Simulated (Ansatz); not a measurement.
Consider the substitution at a C–S bond: `CSB(F)F` + `OC(O)[SeH]` → `COC(O)[SeH]` + `FB(F)S`.

Calculated with Ansatz (gas phase, PBE0-D4/def2-TZVP geometries, no zero-point term in ΔE). CCSD(T)/CBS adds triple-zeta CCSD(T) − MP2 to the extrapolated MP2 energy (def2 sets, frozen cores). This one scheme is used for every species. Functionals use def2-TZVPP. B3LYP here is the variant with VWN-RPA as its local correlation; programs differ in this. For Se outer-core shells are correlated without core-valence functions, which leaves a few kJ/mol of doubt a bond. Scalar relativity is left out up to krypton. Each species was taken in one conformer, which may not be the lowest.

| level | ΔE (kJ/mol) |
| --- | --- |
| revPBE-D4 | 38.7 |
| B3LYP-D4 | 31.3 |
| SCS-MP2/def2-TZVPP | 28.8 |
| MP2/CBS(def2) | 37.7 |

(1) What does CCSD(T)/CBS give? (Estimate.)

Largest T1 diagnostic among the species: 0.013.

Results:

(1) The calculation gave: +32.7 kJ/mol. The listed levels differ from it by 6.0, -1.4, -3.9, 5.0 kJ/mol.

From BLYP to BHLYP (50 % exact exchange), in def2-TZVPP and without D4, ΔE moves by −4.8 kJ/mol. At CCSD(T), def2-SVP lies −18.4 kJ/mol from the extrapolated value and def2-TZVPP −5.1 kJ/mol.
